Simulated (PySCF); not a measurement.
# Which element holds F most strongly?

CCSD(T) extrapolated to the basis-set limit (PySCF; AlF CCSD(T)/CBS(TQ)+CV+SR, BF CCSD(T)/CBS(TQ)+CV+SR, GaF CCSD(T)/CBS(DT)+CV, GeF CCSD(T)/CBS(DT), InF CCSD(T)/CBS(DT)+CV, SbF CCSD(T)/CBS(DT), ZnF CCSD(T)/CBS(DT); CV core-valence, SR scalar-relativistic term); no spin–orbit coupling. D0 is De less the harmonic zero-point energy.

```
 M  state (unpaired electrons)  Re (Å)  ωe (cm⁻¹)  D0(MF) (eV)
Al      singlet (closed shell)   1.659        802         7.04
Ge               doublet (π ↑)   1.747        664         5.24
Sb              triplet (π ↑↑)   1.916        611         4.08
 B      singlet (closed shell)   1.263       1404         7.84
Zn               doublet (σ ↑)   1.767        628         2.95
Ga      singlet (closed shell)   1.775        618         6.09
In      singlet (closed shell)   1.986        532         5.61
```

Q: Order the elements by D0 and give the energy of AlF + Ge → GeF + Al.

A: B > Al > Ga > In > Ge > Sb > Zn; ΔE = 7.04 − 5.24 = +1.80 eV at composite CCSD(T). Close neighbours can swap at other levels.

Correlated steps freeze the inner cores (2 to 6 orbitals); shallow outer-core shells are correlated. These are scalar-relativistic numbers at best; spin–orbit coupling would shift them, the dissociation energy most. Where the molecule has an RHF reference, its open-shell atoms are computed with UHF. States were picked by a PBE0 search and need not be the measured ground states.
